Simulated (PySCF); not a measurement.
Compound: C₃H₁₂N₂Si₂.
Cartesian coordinates in Å at the GFN2-xTB level; atoms count from 1:
```
atom  x, y, z in Å
C1     0.107    2.883    0.345
C2    -0.661    1.841    0.614
Si3   -0.418    0.155   -0.185
N4    -1.738   -0.800    0.373
C5    -1.893   -2.190    0.016
N6     1.004   -0.682    0.359
Si7    2.654   -0.275    0.050
H8    -0.018    3.845    0.822
H9     0.906    2.818   -0.376
H10   -1.447    1.962    1.351
H11   -0.253    0.277   -1.641
H12   -2.633   -0.341    0.454
H13   -0.906   -2.642   -0.046
H14   -2.392   -2.324   -0.950
H15   -2.473   -2.712    0.780
H16    0.850   -1.255    1.173
H17    2.802   -0.135   -1.398
H18    3.060    0.977    0.703
H19    3.439   -1.393    0.578
```

The calculation used PySCF, TDDFT CAM-B3LYP/def2-SVPD, vertical, gas phase, core orbitals frozen in the response.

Ground-to-excited transition dipoles (e·a0, same axes as the geometry; the sign carries no meaning), for the states with f of 0.002 or more among the lowest 8:

| state | E (eV) | μx | μy | μz |
| --- | --- | --- | --- | --- |
| S1 | 6.012 | 0.005 | 0.379 | -0.031 |
| S2 | 6.191 | 0.243 | 0.214 | -0.132 |
| S3 | 6.285 | 0.231 | 0.054 | -0.048 |
| S4 | 6.492 | 0.185 | 0.195 | 0.110 |
| S6 | 7.056 | 0.230 | 0.086 | -0.008 |
| S7 | 7.122 | 0.326 | 1.214 | -0.005 |
| S8 | 7.435 | -0.188 | -0.253 | -0.145 |

Task: Work out the oscillator strengths.

Result: f = (2/3) ΔE |μ|² with ΔE in hartree (27.2114 eV).

```
state  |μ|² (au)  |μ| (D)      f
   S1      0.144     0.97  0.021
   S2      0.122     0.89  0.019
   S3      0.058     0.61  0.009
   S4      0.084     0.74  0.013
   S6      0.060     0.62  0.010
   S7      1.579     3.19  0.276
   S8      0.120     0.88  0.022
```

Task: Which bond between heavy atoms lies closest to the direction of the S7 transition dipole?

Result: N4–C5, at 17° from it; next C1–C2 at 24°.

Task: What angle do the transition dipoles of S4 and S7 make?

Result: |cos θ| = |μa·μb| / (|μa| |μb|) = 0.81, so θ ≈ 36° (taken between 0 and 90°, since the signs are arbitrary).

Task: What peak molar absorption coefficient would the strongest computed level give as a lone Gaussian band 0.3 eV wide at half height?

Result: ε(max) = 2.175×10⁸ f / FWHM, with the width in cm⁻¹. S7: 2.175×10⁸ × 0.2755 / 2420 ≈ 25000 L mol⁻¹ cm⁻¹.

One conformer stands for the species.
